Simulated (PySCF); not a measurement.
Level of theory: PySCF 2.14.0 with PBE0-D3(BJ)/def2-TZVPD. Isolated molecules, 0 K electronic values unless said otherwise. One relaxed conformer stands for a flexible species; it need not be the lowest. 

Reference species (SMILES): `[CH3][Al-][Cl]` (lower singlet) (charge -1, multiplicity 1).

```yaml
HOMO: -0.10 eV
```

Changed species: `[CH3][Al-][CH]=O` (lower singlet; C–Al–C–O torsion 105°) (X = formyl, multiplicity 1; the reference has X = chloro, multiplicity 1).

Question: Predict the effect on the HOMO.

Answer: the HOMO goes up by 0.09 eV, to -0.01 eV.
